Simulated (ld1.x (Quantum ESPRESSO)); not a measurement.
The numbers below are computed, except where a source is named.
**Hardness and transferability of assorted potentials**

Generated with ld1.x 7.5 (TM, RRKJ, ultrasoft, PAW), atompaw 4.2 or ONCVPSP 4.0.1. The cutoff is in Ry: for ld1.x and atompaw files where the sum of valence levels is converged to 10 mRy in a Bessel basis, for ONCV files where the hardest occupied wave has 1 mHa per electron of residual kinetic energy. The error is the largest all-electron minus pseudo excitation energy over each file’s own four to seven test configurations (ionisations up to +4, promotions, holes and added fractions of an electron), all of which were solved. The labels leave out finer settings (local radius, basis sizes, second energies), which also bear on the numbers. Spin-polarised tests are not counted. The rows are a selection from randomly drawn settings: files with unsolved tests, undetermined cutoffs or missed reference levels are left out.

A true bound ghost makes a file unfit for plane-wave use even where its test errors are small: the radial tests pick states by their node count and pass the ghost by.

| element | potential | cutoff (Ry) | largest error (meV) | bound ghosts |
| --- | --- | --- | --- | --- |
| C | TM, PBE, non-relativistic, rc 1.35/2.05 (sp), local s, core correction yes, reference 2s2 2p2 | 30 | +624 | none |
| O | TM semilocal, PBE, scalar-relativistic, rc 0.65/1.50 (sp), local s, core correction yes, reference 2s1.5 2p4.5 | 140 | +2454 | none |
| O | TM, PBE, non-relativistic, rc 0.75/1.45/1.30 (spd), local d, core correction yes, reference 2s2 2p3.75 | 80 | +2037 | none |
| Al | TM, LDA (PZ), non-relativistic, rc 1.40/1.65 (sp), local p, core correction yes, reference 3s2 3p1 | 35 | -6.1 | none |
| Fe | RRKJ, LDA (PZ), scalar-relativistic, rc 2.10/2.75/1.65 (spd), local p, core correction yes, reference 3d6 4s1.75 4p0.25 | 70 | -429 | s |
| As | RRKJ, LDA (PZ), scalar-relativistic, rc 1.15/1.90/0.85/1.90 (spdf), local s, core correction no, reference 3d10 4s2 4p3 | 260 | +41 | p |
| Mo | TM, PW91, scalar-relativistic, rc 2.85/2.70/1.85 (spd), local s, core correction yes, reference 4d5 5s0 5p0 | 40 | -755 | none |

Question: Fill in the row for Cl: ultrasoft, PBE, scalar-relativistic, rc 1.40/1.40 (sp), local smoothed, core correction yes, reference 3s2 3p4.

Answer: cutoff 25 Ry, largest error +104 meV, bound ghosts: none.
